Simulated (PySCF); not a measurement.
N2O (SMILES N#[N+][O-]), singlet, geometry from GFN2-xTB; M062X/def2-SVP in PySCF.

Input for PySCF:
```python
from pyscf import gto, scf, dft

mol = gto.Mole()
mol.atom = '''
    N    -0.00000000   -0.00000000   -1.17224503
    N    -0.00000000   -0.00000000   -0.06654726
    O     0.00000000    0.00000000    1.08394325
'''
mol.basis = 'def2-svp'
mol.verbose = 4
mol.build()

mf = dft.RKS(mol)
mf.xc = 'm062x'
mf.kernel()
mf.analyze()
```

### Question
What does PySCF print? Leave out banner, timings and long lists.

### Answer

```
PySCF version 2.14.0

[INPUT] verbose = 4
[INPUT] num. atoms = 3
[INPUT] num. electrons = 22
[INPUT] charge = 0
[INPUT] spin (= nelec alpha-beta = 2S) = 0
[INPUT] symmetry False subgroup None
[INPUT] Mole.unit = angstrom
[INPUT] Symbol           X                Y                Z      unit          X                Y                Z       unit  Magmom
[INPUT]  1 N      0.000000000000   0.000000000000  -1.172245030000 AA    0.000000000000   0.000000000000  -2.215222057583 Bohr   0.0
[INPUT]  2 N      0.000000000000   0.000000000000  -0.066547260000 AA    0.000000000000   0.000000000000  -0.125756095740 Bohr   0.0
[INPUT]  3 O      0.000000000000   0.000000000000   1.083943250000 AA    0.000000000000   0.000000000000   2.048355877071 Bohr   0.0

nuclear repulsion = 62.3431196197166
number of shells = 18
number of NR pGTOs = 72
number of NR cGTOs = 42
basis = def2-svp
ecp = {}

******** <class 'pyscf.dft.rks.RKS'> ********
method = RKS
initial guess = minao
damping factor = 0
level_shift factor = 0
DIIS = <class 'pyscf.scf.diis.CDIIS'>
diis_start_cycle = 1
diis_space = 8
diis_damp = 0
SCF conv_tol = 1e-09
SCF conv_tol_grad = None
SCF max_cycles = 50
direct_scf = True
direct_scf_tol = 1e-13
XC library pyscf.dft.libxc version 7.1.2
    S. Lehtola, C. Steigemann, M. J. T. Oliveira, and M. A. L. Marques,  SoftwareX 7, 1–5 (2018)
XC functionals = m062x
    Y. Zhao and D. G. Truhlar,  Theor. Chem. Acc. 120, 215 (2008)
    Y. Zhao and D. G. Truhlar,  Theor. Chem. Acc. 120, 215 (2008)
radial grids:
    Treutler-Ahlrichs [JCP 102, 346 (1995); DOI:10.1063/1.469408] (M4) radial grids

becke partition: Becke, JCP 88, 2547 (1988); DOI:10.1063/1.454033
pruning grids: <function nwchem_prune>
grids dens level: 3
symmetrized grids: False
atomic radii adjust function: <function treutler_atomic_radii_adjust>
small_rho_cutoff = 0
Set gradient conv threshold to 3.16228e-05
Initial guess from minao.
tot grids = 41888
init E= -185.189859376911
  HOMO = -0.350750520388075  LUMO = 0.0327401430301167  gap/eV = 10.43531
cycle= 1 E= -184.335443166291  delta_E= 0.854  |g|= 0.765  |ddm|= 2.24
  HOMO = -0.389999393290901  LUMO = -0.00740289196817337  gap/eV = 10.41098
cycle= 2 E= -184.247249436918  delta_E= 0.0882  |g|= 1.06  |ddm|= 1.09
  HOMO = -0.419434066882306  LUMO = 0.0465892177714533  gap/eV = 12.68114
cycle= 3 E= -184.439139158719  delta_E= -0.192  |g|= 0.144  |ddm|= 0.645
  HOMO = -0.408016343818158  LUMO = 0.0522576377305029  gap/eV = 12.52469
cycle= 4 E= -184.441940226697  delta_E= -0.0028  |g|= 0.0803  |ddm|= 0.147
  HOMO = -0.406640178266382  LUMO = 0.056517446605619  gap/eV = 12.60316
cycle= 5 E= -184.44323852357  delta_E= -0.0013  |g|= 0.00786  |ddm|= 0.0645
  HOMO = -0.408401891005562  LUMO = 0.054901950091396  gap/eV = 12.60714
cycle= 6 E= -184.443252120928  delta_E= -1.36e-05  |g|= 0.00117  |ddm|= 0.00864
  HOMO = -0.408136893464205  LUMO = 0.0552142626783789  gap/eV = 12.60843
cycle= 7 E= -184.443252515564  delta_E= -3.95e-07  |g|= 0.000261  |ddm|= 0.00221
  HOMO = -0.408163724984443  LUMO = 0.0551639477247435  gap/eV = 12.60779
cycle= 8 E= -184.443252532072  delta_E= -1.65e-08  |g|= 7.19e-05  |ddm|= 0.000389
  HOMO = -0.408159434313384  LUMO = 0.0551657790917691  gap/eV = 12.60772
cycle= 9 E= -184.443252533156  delta_E= -1.08e-09  |g|= 5.12e-06  |ddm|= 8.51e-05
  HOMO = -0.408159258281082  LUMO = 0.055166467446257  gap/eV = 12.60774
cycle= 10 E= -184.443252533165  delta_E= -8.64e-12  |g|= 6.58e-07  |ddm|= 8.24e-06
  HOMO = -0.408159313029249  LUMO = 0.0551663631566201  gap/eV = 12.60773
Extra cycle  E= -184.443252533165  delta_E= -2.84e-13  |g|= 2.68e-07  |ddm|= 1.29e-06
converged SCF energy = -184.443252533165
**** SCF Summaries ****
Total Energy =                        -184.443252533165378
Nuclear Repulsion Energy =              62.343119619716603
One-electron Energy =                 -373.557836142229291
Two-electron Energy =                  126.771463989347325
Two-electron Coulomb Energy =          149.010207933739593
DFT Exchange-Correlation Energy =      -22.238743944392262
HOMO-LUMO gap [eV] =                    12.607733827671206
**** MO energy ****
MO #1   energy= -19.7268174927037  occ= 2
MO #2   energy= -15.0013788705752  occ= 2
MO #3   energy= -14.857370494022   occ= 2
MO #4   energy= -1.38748672130793  occ= 2
MO #5   energy= -1.20765445179824  occ= 2
MO #6   energy= -0.679905233197474 occ= 2
MO #7   energy= -0.672256835423273 occ= 2
MO #8   energy= -0.67225683542327  occ= 2
MO #9   energy= -0.551172951853657 occ= 2
MO #10  energy= -0.408159313029259 occ= 2
MO #11  energy= -0.408159313029249 occ= 2
MO #12  energy= 0.0551663631566201 occ= 0
MO #13  energy= 0.0551663631566253 occ= 0
MO #14  energy= 0.209838570364565  occ= 0
MO #15  energy= 0.479726297688233  occ= 0
MO #16  energy= 0.661634324808204  occ= 0
MO #17  energy= 0.67849973438209   occ= 0
MO #18  energy= 0.678499734382099  occ= 0
MO #19  energy= 0.682960269398896  occ= 0
 ** Mulliken pop on meta-lowdin orthogonal AOs  **
 ** Mulliken pop  **
 ** Mulliken atomic charges  **
charge of    0N =     -0.18408
charge of    1N =      0.51568
charge of    2O =     -0.33160
Dipole moment(X, Y, Z, Debye): -0.00000,  0.00000, -0.08628
```
